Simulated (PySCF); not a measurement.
Compound: InCl2Me, CH3Cl2In.
Geometry (PBE0-D3(BJ)/def2-SVP, Å), atoms numbered from 1 in this order:
```
atom  x, y, z in Å
In1    0.5312    0.8369    0.0095
Cl2    2.8746    0.9594    0.0443
Cl3   -0.3988    2.9885   -0.0239
C4    -0.6094   -0.9684    0.0003
H5    -0.6995   -1.3160   -1.0386
H6    -1.6080   -0.7711    0.4112
H7    -0.0901   -1.7293    0.5972
```

Computed with PBE0-D3(BJ)/def2-SVP geometry optimisation, gas phase, def2 core potentials past Kr in PySCF 2.14.0.

(1) Which atoms are bound to In1, and at what distances?

(2) List the angles at In1.

(3) What is the shape at In1?

(4) What are the other bond lengths?

(5) What are the rotational constants (commonest isotopes, rigid rotor)?

Results:

(1) 3 atoms: C4 2.136 Å, Cl3 2.344 Å, Cl2 2.347 Å. The nearest atom not counted as bound is H5, at 2.69 Å.

(2) 
```csv
angle,degrees,distance of the outer atoms (Å)
Cl2–In1–C4,125.3,3.98
Cl3–In1–C4,124.3,3.96
Cl2–In1–Cl3,110.4,3.85
```

(3) Planar: angles 125.3°, 124.3° and 110.4°, sum 360.0°, 0.00 Å off the plane of its three neighbours.

(4) C4–H5, C4–H6, C4–H7 1.098 Å.

(5) A = 2774, B = 1924, C = 1144 MHz: an asymmetric top.

Point group: near Cs, missed by 0.13 Å at most; the miss may be what the optimiser left on a soft mode. Charge 0, singlet. No frequency check.

The run took 88 s of wall time on x86-64 server, one thread, on a shared host. That covers the optimisation of the geometry.
